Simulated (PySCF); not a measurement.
C3H2F3, SMILES F[C](F)C(F)=C, multiplicity 2. Atoms are numbered in the order given.

```xyz
8

C     -1.0815    -1.5733     0.0000
C      0.0053    -0.7293     0.0000
F      1.2482    -1.2395     0.0000
C     -0.0444     0.6600     0.0000
F     -1.1806     1.3250     0.0000
F      1.0146     1.4341     0.0000
H     -2.0930    -1.1700     0.0000
H     -0.9234    -2.6513     0.0000
```
Charge 0, spin multiplicity 2.

Coordinates come from a B3LYP-D3(BJ)/def2-SVP optimisation. The isomer is the one that the SMILES or the coordinates give; other isomers of the formula were not compared. Other conformers were not sampled.

Calculation: PBE/def2-TZVP (PySCF).

ESP charges are fitted to the potential on shells at 1.4 to 2.0 van der Waals radii. Atomic charges (e):

| atom | meta-Löwdin | ESP fit | Mulliken spin |
|---|---|---|---|
| C1 | -0.33 | -0.63 | 0.61 |
| C2 | 0.21 | 0.23 | -0.13 |
| F3 | -0.24 | -0.14 | -0.01 |
| C4 | 0.46 | 0.25 | 0.49 |
| F5 | -0.20 | -0.10 | 0.04 |
| F6 | -0.19 | -0.10 | 0.05 |
| H7 | 0.15 | 0.23 | -0.02 |
| H8 | 0.15 | 0.26 | -0.03 |

Computed Mayer and Wiberg (Löwdin basis) orders of the bonds:
```csv
bond,Mayer,Wiberg
C1–C2,1.47,1.79
C2–F3,1.09,1.71
C2–C4,1.38,1.55
C4–F5,1.17,1.85
C4–F6,1.20,1.88
C1–H7,0.94,0.89
C1–H8,0.94,0.89
```
